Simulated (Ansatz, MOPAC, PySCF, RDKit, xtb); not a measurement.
Noncovalent pair: HF (SMILES F) (first 2 atoms) with H2 (SMILES [H][H]); geometry from B3LYP-D3(BJ)/def2-TZVP, rigid monomers moved along the line of their centres of mass till H2···H3 is 2.26 Å.
(charge 0, multiplicity 1):
```xyz
4

F      0.0691     0.0916    -0.1267
H      0.1090     0.0822     0.7990
H      0.5808     0.0770     3.0131
H     -0.1638     0.0386     3.0460
```

```csv
level,interaction energy (kcal/mol),"minus CCSD(T)/CBS(aug-cc-pVTZ, aug-cc-pVQZ)",cost
UFF,0.77,1.73,-
GFN-FF,0.25,1.20,-
AM1,-0.72,0.24,-
PM3,-1.25,-0.30,-
PM6,-0.30,0.65,-
PM7,-0.44,0.51,-
HF/3-21G (no counterpoise),-0.22,0.74,-
HF/6-31G* (no counterpoise),-0.12,0.83,-
HF/aug-cc-pVTZ,-0.52,0.43,-
HF/aug-cc-pVQZ,-0.52,0.43,-
PBE-D3(BJ)/def2-TZVPPD,-1.30,-0.35,×1
BP86/6-31G* (no counterpoise),-0.16,0.79,-
r2SCAN/def2-TZVPPD,-0.84,0.11,×2
r2SCAN-D4/def2-TZVPPD,-0.88,0.07,×2
B3LYP/3-21G (no counterpoise),-0.66,0.29,-
B3LYP/6-31G*,-0.42,0.54,-
B3LYP/6-31G* (no counterpoise),-0.57,0.38,-
B3LYP/6-311+G** (no counterpoise),-0.73,0.22,-
B3LYP/def2-TZVPPD,-0.76,0.19,×1
B3LYP-D3(BJ)/def2-TZVPPD,-1.03,-0.07,×1
B3LYP-D4/def2-TZVPPD,-0.94,0.01,×1
PBE0/def2-TZVPPD,-1.01,-0.05,×1
PBE0-D3(BJ)/def2-TZVPPD,-1.15,-0.20,×1
PBE0-D4/def2-TZVPPD,-1.11,-0.16,×1
wB97X-V/def2-TZVPPD,-0.99,-0.04,×3
wB97M-V/def2-TZVPPD,-0.92,0.03,×3
MP2/6-31G*,-0.05,0.90,-
MP2/6-31G* (no counterpoise),-0.23,0.72,-
MP2/aug-cc-pVDZ,-0.76,0.20,-
MP2/aug-cc-pVTZ,-0.88,0.08,-
MP2/aug-cc-pVQZ,-0.90,0.05,-
"MP2/CBS(aug-cc-pVTZ, aug-cc-pVQZ)",-0.92,0.03,-
SCS-MP2/aug-cc-pVDZ,-0.66,0.30,-
SCS-MP2/aug-cc-pVQZ,-0.79,0.16,-
CCSD/aug-cc-pVDZ,-0.72,0.23,-
CCSD/aug-cc-pVTZ,-0.85,0.11,-
CCSD/aug-cc-pVQZ,-0.87,0.08,-
CCSD(T)/aug-cc-pVTZ,-0.91,0.04,×10
CCSD(T)/aug-cc-pVQZ,-0.94,0.02,×100*
"CCSD(T)/CBS(aug-cc-pVTZ, aug-cc-pVQZ)",-0.95,0.00,×100*
```

 The comparison column counts from a level with limits of its own.

The rows run from -1.30 (PBE-D3(BJ)/def2-TZVPPD) to 0.77 kcal/mol (UFF). In aug-cc-pVQZ the value moves HF -0.52, MP2 -0.90, CCSD -0.87, CCSD(T) -0.94, a shift of -0.42 from HF to CCSD(T). From aug-cc-pVTZ to aug-cc-pVQZ CCSD(T) changes by -0.03. The dispersion term adds -0.04 in r2SCAN-D4, -0.26 in B3LYP-D3(BJ), -0.17 in B3LYP-D4. The 5 functionals in def2-TZVPPD without D3 or D4 span 0.24, from PBE0 to B3LYP.

Monomers are frozen at their geometry in the pair; levels with a basis set take the counterpoise correction. Rows marked so take none. RDKit's UFF carries no charges.

Correlated levels freeze the cores. CBS: X⁻³ extrapolation of the correlation energy, Hartree–Fock from the larger set. Rows in 3-21G, 6-311+G**, 6-31G* carry no dispersion term and start afresh at each structure (6-31G* with six Cartesian d functions). MP2/6-31G* freezes PySCF's default core. The state that AM1, PM3, PM6, PM7 reach isn't checked; PM7 holds dispersion and hydrogen-bond terms.

Programs: Ansatz (Gaussian basis) for Hartree–Fock, density functionals and correlated methods; MOPAC for AM1, PM3, PM6, PM7 (differences of heats of formation); PySCF for 3-21G rows, 6-311+G** rows, 6-31G* rows, the dispersion terms; RDKit for the force fields; xtb for the GFN methods. Values without a source in brackets are computed.

Costs are rough ratios of core time to PBE/def2-TZVPPD (about 0.4 s over the structures, on one shared machine); a dash marks a level with no comparable run of its own. A star marks coupled-cluster runs past 200 virtual orbitals, where the program's memory plan changes under this machine's limit, so their costs aren't comparable with smaller runs.

Ansatz is an electronic-structure program.
